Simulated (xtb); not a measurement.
Input for xtb: GFN2-xTB on H3NOSe (SMILES N[Se]O), a point of a torsion scan.

```
$ xtb mol.xyz --gfn 2 --sp --chrg 0 --uhf 0
6

N     -0.99837873     0.03240228    -0.09491753
Se     0.47551502    -0.46902082     0.88471541
O      1.70541701    -0.21003652    -0.40160691
H     -1.74813099    -0.64382993    -0.01387701
H     -1.34910538     0.94767899     0.16703624
H      1.50408214    -0.77534371    -1.15302630
```

Q: What total energy does the run end on?

A: -11.6668 hartree.
